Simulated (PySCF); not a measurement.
**Predicted spectroscopic data**

[PySCF 2.14.0 with density-fitted response routines: GFN2-xTB structure; PBE0/pcSseg-1 with gauge-including orbitals; no relativistic terms; equivalent nuclei averaged; single conformer; no solvent]

Shifts are taken against calculated references (same method and geometry level): ¹H and ¹³C against TMS. Splittings of carbon signals by F and P are missing where no couplings were computed. Where no couplings were computed, multiplicities follow the n + 1 count of equivalent neighbours, and m marks all less simple cases (inequivalent or close neighbours, rings, F or P nearby). Shifts are as computed. Against solution values, carbons near 30 ppm lie about +3 ppm off and those near 130 ppm about +5 ppm. Of 1211 compounds with measured shifts, 218 miss one by over three times the rms of a fit or turn the order of signals round; such compounds aren't used in these exercises.

Compound 1 (C₁₁H₁₂). ¹H NMR (500 MHz, computed): δ 7.56 (m, 1H), 7.54 (m, 1H), 7.38 (d, 1H), 7.36 (d, 1H), 5.26 (m, 1H), 5.24 (m, 1H), 4.24 (m, 1H), 3.56 (m, 1H), 2.89 (m, 1H), 1.55 (s, 3H). ¹³C{¹H} NMR (computed): δ 155.5, 153.8, 150.2, 133.1, 132.2, 128.3, 127.9, 117.7, 51.4, 38.4, 22.1. Structure: SMILES C=C(C)[C@@H]1Cc2ccccc21.

Compound 2 (C₆H₈O₄). ¹H NMR (500 MHz, computed): δ 5.24 (m, 1H), 4.01 (s, 3H), 1.04 (m, 2H), 0.77 (m, 2H). ¹³C{¹H} NMR (computed): δ 165.7 (C), 164.2 (C), 54.8 (CH3), 51.2 (CH), 8.0 (CH2). Structure: `O=C(C(OC)=O)OC1CC1`.

Compound 3 (C₁₁H₁₂). ¹H NMR (500 MHz, computed): δ 7.49 (m, 1H), 7.37 (m, 1H), 7.35 (m, 1H), 3.32 (s, 1H), 2.98 (q, 2H), 2.63 (s, 3H), 1.25 (t, 3H). ¹³C{¹H} NMR (computed): δ 155.7 (C), 149.1 (C), 134.7 (CH), 131.6 (CH), 130.9 (CH), 124.3 (C), 96.9 (CH), 86.2 (C), 33.6 (CH2), 25.1 (CH3), 19.4 (CH3). Structure: SMILES c1cc(C)c(C#C)c(CC)c1.

Compound 4 (C₈H₁₄FN). ¹H NMR (500 MHz, computed): δ 6.20 (m, 1H), 5.74 (d, 1H), 5.08 (m, 1H), 4.37 (m, 1H), 3.38 (s, 3H), 2.11 (m, 2H), 1.40 (m, 2H), 1.05 (t, 3H). ¹³C{¹H} NMR (computed): δ 139.0, 136.3, 123.9, 110.1, 40.3, 34.7, 31.3, 17.3. Structure: SMILES CCC/C=C\N(C)/C=C\F.

Compound 5 (C₁₁H₁₂). ¹H NMR (500 MHz, computed): δ 2.47 (m, 1H), 2.39 (m, 2H), 2.09 (m, 2H), 2.04 (s, 3H), 1.59 (s, 1H), 1.53 (m, 2H), 0.71 (m, 1H). ¹³C{¹H} NMR (computed): δ 91.0, 87.2, 84.8, 75.4, 51.8, 39.0, 37.1, 28.2, 4.8. Structure: `InChI=1S/C11H12/c1-3-7-11(4-2)9-5-6-10(11)8-9/h2,9-10H,5-6,8H2,1H3/t9-,10+,11-`.
